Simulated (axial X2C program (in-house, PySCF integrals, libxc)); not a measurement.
**Nuclear properties of SbH⁻**

Calculated with an in-house all-electron X2C program for linear molecules (integrals from PySCF): two-component X2C with atomic mean-field Coulomb and Gaunt terms, Gaussian nuclei, basis Sb dyall-acv3z, H dyall-av3z with contracted cores.

R = 1.737 Å (near the PBE0 minimum at charge -1 of the determinant lowest at the starting distance; the state shown can have its own minimum elsewhere).

Input and command:
```json
{"zs": [51, 1], "q": -1, "bas": ["dyall-acv3z", "dyall-av3z"], "r0": 1.72, "levels": ["PBE0", "HF", "TPSSh", "r2SCAN", "BHandHLYP"], "nst": 3}
```
```bash
python soeom.py task.json out
```

Keys: zs atomic numbers; q charge; bas basis sets; r0 starting distance in Å; levels methods; nst determinants followed.

Determinant lowest in the PBE0 search, Ω = 3/2 (⟨Sz⟩ = 0.50, ⟨Lz⟩ = 1.00 at PBE0), spin on the atoms Sb 0.52, H -0.02:

```json
{"level": "PBE0", "Eeff magnitude (GV/cm)": "0.963", "Ws magnitude Sb (kHz)": "0.357", "A∥/gI Sb (MHz)": "285", "qzz Sb (a.u.)": "1.89", "A∥/gI H (MHz)": "-0.298", "qzz H (a.u.)": "0.11"}
{"level": "HF", "Eeff magnitude (GV/cm)": "2.25", "Ws magnitude Sb (kHz)": "0.859", "A∥/gI Sb (MHz)": "232", "qzz Sb (a.u.)": "2.03", "A∥/gI H (MHz)": "-1.32", "qzz H (a.u.)": "0.11"}
{"level": "TPSSh", "Eeff magnitude (GV/cm)": "0.875", "Ws magnitude Sb (kHz)": "0.324", "A∥/gI Sb (MHz)": "297", "qzz Sb (a.u.)": "2.02", "A∥/gI H (MHz)": "0.146", "qzz H (a.u.)": "0.11"}
{"level": "r2SCAN", "Eeff magnitude (GV/cm)": "0.952", "Ws magnitude Sb (kHz)": "0.346", "A∥/gI Sb (MHz)": "324", "qzz Sb (a.u.)": "1.89", "A∥/gI H (MHz)": "-0.802", "qzz H (a.u.)": "0.11"}
{"level": "BHandHLYP", "Eeff magnitude (GV/cm)": "1.04", "Ws magnitude Sb (kHz)": "0.391", "A∥/gI Sb (MHz)": "300", "qzz Sb (a.u.)": "2.16", "A∥/gI H (MHz)": "-0.0544", "qzz H (a.u.)": "0.11"}
```

Determinant 0.29 eV from it at PBE0 and this distance, Ω = 1/2 (⟨Sz⟩ = -0.50, ⟨Lz⟩ = 1.00 at PBE0), spin on the atoms Sb -0.52, H 0.02:

| level | Eeff magnitude (GV/cm) | Ws magnitude Sb (kHz) | A∥/gI Sb (MHz) | qzz Sb (a.u.) | A∥/gI H (MHz) | qzz H (a.u.) |
| --- | --- | --- | --- | --- | --- | --- |
| PBE0 | 0.928 | 1.11 | 2600 | 1.22 | 11.8 | 0.11 |
| HF | 0.026 | 0.00349 | 2270 | 1.33 | 14.7 | 0.11 |
| TPSSh | 0.816 | 0.979 | 2550 | 1.36 | 10.5 | 0.11 |
| r2SCAN | 0.612 | 0.767 | 2410 | 1.22 | 13.6 | 0.11 |
| BHandHLYP | 1.05 | 1.24 | 2530 | 1.49 | 11.2 | 0.11 |

Eeff is the effective electric field on the electron electric dipole moment in this Ω state and Ws the scalar–pseudoscalar constant of the nucleus named (defined with the proton number Z and per Ω); A∥ (defined per Ω) follows by multiplying with gI = μI/(I μN); qzz is the electric field gradient, eQq0 = 234.96 MHz × Q/barn × qzz. The operators were transformed with the bare-nucleus X2C matrices; with these basis sets, hyperfine constants and field gradients can be off by tens of per cent, and where levels differ in sign neither size nor sign is settled.

Problem. With gI(121Sb) = 1.3454, Q(121Sb) = -0.543 barn (g factors from the IAEA table of nuclear moments by Stone; Q from Pyykkö, Mol. Phys. 2018), turn the PBE0 values of the first state into constants in MHz.

Solution. A∥(121Sb) = 285 × 1.3454 = 383 MHz; eQq0(121Sb) = 234.96 × (-0.543) × (1.89) = -241 MHz.

Each state is one determinant with collinear spin. Unrestricted Hartree–Fock can overshoot spin polarisation at the nuclei. In the state Ω = 1/2 the sign of Eeff differs between levels (HF against PBE0). For an anion, determinants above electron detachment, or with a positive highest level, are held by the basis set. Where Eeff spreads by more than a factor of two the levels disagree and none is to be relied on. The search compared states at one distance, so a state with another bond length can lie lower. The sign of Ws at Sb differs between levels in the second state. Further determinants of the search, some of them spin-mixed, are not shown. Where a field gradient or hyperfine factor spreads by more than a factor of two over the levels, a constant derived from it is not to be relied on. PBE0 term energies can be off by some tenths of an eV.
